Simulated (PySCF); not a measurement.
# A small calculation by hand: dipole moment from atomic charges

NiO3, SMILES [O]=[Ni]1[O][O]1, multiplicity 1. Atoms are numbered in the order given.

```xyz
4

Ni     0.1005     0.2741     0.0000
O     -0.1948     1.8558     0.0000
O      0.5833    -1.3744     0.0000
O     -0.7402    -1.4410     0.0000
```
Charge 0, spin multiplicity 1.

Coordinates come from a B3LYP-D3(BJ)/def2-SVP optimisation. The multiplicity is an assumed one; other spin states were not compared.

Charges (e) from HF/def2-TZVPD (PySCF):

```tsv
atom	IAO	ESP fit
Ni1	1.246	0.834
O2	-0.531	-0.344
O3	-0.391	-0.195
O4	-0.324	-0.295
```

The dipole moment of the full density is 1.82 D.

Q: What dipole moment does each set of point charges give, and which comes closer to that of the density?

A: 
μ = Σ q r, and 1 e Å = 4.8032 D.
IAO: Σ q r = (0.240, 0.360, 0.000) e Å, |μ| = 2.08 D.
ESP fit: Σ q r = (0.255, 0.283, 0.000) e Å, |μ| = 1.83 D.
ESP fit comes closer in size. Point charges leave out the atoms' own dipoles (lone pairs, polarised bonds); fits to the potential absorb them, partitions of the density don't.
